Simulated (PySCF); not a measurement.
Two species compared at the same levels of theory.

First species: C₅H₉F.
SMILES with atom numbers: `[CH3:1]/[CH:2]=[C:3](/[F:4])[CH2:5][CH3:6]` (hydrogens: H7, H8, H9 on C1; H10 on C2; H11, H12 on C5; H13, H14, H15 on C6)

Cartesian coordinates in Å at the GFN2-xTB level; atoms count from 1:
```xyz
15
C5H9F angstrom
C     -2.050   -0.108   -0.480
C     -1.285    0.355    0.712
C     -0.011    0.112    0.971
F      0.511    0.640    2.116
C      1.011   -0.647    0.188
C      1.908    0.304   -0.608
H     -2.938   -0.652   -0.161
H     -1.456   -0.751   -1.122
H     -2.383    0.751   -1.062
H     -1.841    0.949    1.425
H      1.624   -1.216    0.892
H      0.518   -1.348   -0.484
H      2.397    1.008    0.061
H      2.672   -0.254   -1.143
H      1.317    0.866   -1.328
```

Second species: C8H14NP.
SMILES: `CCP(CC)N1C=CC=C1`

Levels: PBE0/pcSseg-1 for dipole moment, HOMO energy, LUMO energy and HOMO–LUMO gap; GFN2-xTB for rotational constant A and rotational constant C. Geometries: GFN2-xTB. All species are isolated and taken at one optimised geometry, non-relativistic unless stated; the electronic structure was computed with PySCF and density fitting.

The conformers computed, where there is a choice (atom-mapped SMILES and torsion angles):
- `[CH3:1]/[CH:2]=[C:3](/[F:4])[CH2:5][CH3:6]`: C2–C3–C5–C6 99°
- `[CH3:1][CH2:2][P:3]([CH2:4][CH3:5])[n:6]1[cH:7][cH:8][cH:9][cH:10]1`: C1–C2–P3–C4 -172°, C2–P3–C4–C5 171°, C2–P3–N6–C7 -50°

| property | column X | column Y |
| --- | --- | --- |
| dipole moment | 1.84 D | 1.90 D |
| HOMO energy | -6.86 eV | -6.20 eV |
| LUMO energy | 0.75 eV | 0.60 eV |
| HOMO–LUMO gap | 7.61 eV | 6.80 eV |
| rotational constant A | 4.384 GHz | 1.364 GHz |
| rotational constant C | 1.884 GHz | 0.717 GHz |

**Question.** Which column belongs to which species?

**Answer.** Column X is the first species and column Y the second. The first has 15 atoms and 48 electrons, the second 24 and 84.

**Question.** How does each property change from the first species to the second?

**Answer.** dipole moment +0.06 D; HOMO energy +0.66 eV; LUMO energy -0.15 eV; HOMO–LUMO gap -0.81 eV; rotational constant A -3.020 GHz; rotational constant C -1.167 GHz.

On the first: A dipole of 1.84 D is allowed in C1, and pure rotational transitions are dipole-allowed. The dipole equals about 6.1 × 10⁻³⁰ C·m (1 D = 3.33564 × 10⁻³⁰ C·m).

On the second: A dipole of 1.90 D is allowed in Cs, and pure rotational transitions are dipole-allowed. The dipole matches unit charges of opposite sign 0.40 Å apart (1 e·Å = 4.8032 D).
